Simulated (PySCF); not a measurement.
Vertical excitations of a molecule C2H8AlNO from TDDFT-PBE/def2-SVPD in PySCF, as energy in eV (oscillator strength): 5.42 (0.025), 5.74 (0.001), 5.83 (0.009), 5.94 (0.073), 6.06 (0.057), 6.35 (0.046), 6.37 (0.016), 6.56 (0.013), 6.83 (0.006), 6.97 (0.018). Lowest triplet (TDA): 5.05 eV. Geometry optimised at PBE0-D3(BJ)/def2-SVP. Other conformers were not sampled.

**Question.** Identify the compound among the candidates.
A) C[NH][AlH][O]C
B) C[NH][Al]([CH3])[OH]
C) CC[O][AlH][NH2]
D) C[O][Al]([CH3])[NH2]

**Answer.** C, CC[O][AlH][NH2]
